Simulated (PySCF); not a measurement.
## Excitation energy of V by level of theory

V [Ar] 3d3 4s2 (4F) → V [Ar] 3d5 (6S), as a difference of total energies. All numbers are calculated (PySCF 2.14, the non-relativistic Hamiltonian (point nucleus), in def2-QZVPPD (11s6p5d3f2g, 93 functions)). Correlated levels: valence and next inner shell: [Ne] frozen. The calculations carry no spin-orbit coupling.

| method | excitation energy (eV) |
| --- | --- |
| UHF | 3.502 |
| MP2 (valence and next inner shell) | 1.509 |
| SCS-MP2 (valence and next inner shell) | 3.024 |
| CCSD (valence and next inner shell) | 2.442 |
| CCSD(T) (valence and next inner shell) | 2.339 |

Question: How much does correlation contribute at CCSD(T) (valence and next inner shell)?

Answer: 2.339 − (3.502) = -1.163 eV, measured against UHF.
